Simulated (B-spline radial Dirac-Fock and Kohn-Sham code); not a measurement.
**Two-hole binding energies of Sb**

System: atomic antimony, [Kr] 4d10 5s2 5p3.

Model: Dirac-Fock (average of configuration) total-energy differences with a finite nucleus, the Breit interaction including its frequency dependence, and self-energy and vacuum-polarisation corrections. Program: a B-spline atomic structure program. U is the two-hole binding energy less the two single-hole energies, the effective repulsion of the holes after relaxation. Each two-hole energy is an average over J within one jj subconfiguration.

```
          holes  E(a) (eV)  E(b) (eV)  E(ab) (eV)  U (eV)
   1s⁻¹ 3d5/2⁻¹    30498.8      536.5     31091.8    56.5
   2s⁻¹ 2p1/2⁻¹     4713.8     4390.4      9226.9   122.6
        2p1/2⁻²     4390.4     4390.4      8945.2   164.3
        2p3/2⁻²     4142.0     4142.0      8430.3   146.3
   2s⁻¹ 3p3/2⁻¹     4713.8      777.2      5544.1    53.1
   2s⁻¹ 3d5/2⁻¹     4713.8      536.5      5307.4    57.1
2p1/2⁻¹ 3p3/2⁻¹     4390.4      777.2      5222.8    55.2
   2p3/2⁻¹ 3s⁻¹     4142.0      956.4      5151.5    53.1
2p1/2⁻¹ 3d5/2⁻¹     4390.4      536.5      4985.4    58.5
        3p1/2⁻²      824.0      824.0           ?       ?
        3p3/2⁻²      777.2      777.2      1595.0    40.7
3d3/2⁻¹ 3d5/2⁻¹      545.9      536.5      1128.4    46.0
        4d3/2⁻²      40.60      40.60       96.96    15.8
        4d5/2⁻²      39.38      39.38       94.49    15.7
```

Q: Give the missing two-hole energy and U.

A: E(ab) = 1693.0 eV and U = 45.0 eV.

Values without a named source are computed, but for edge energies of neutral atoms, which are taken from tables.
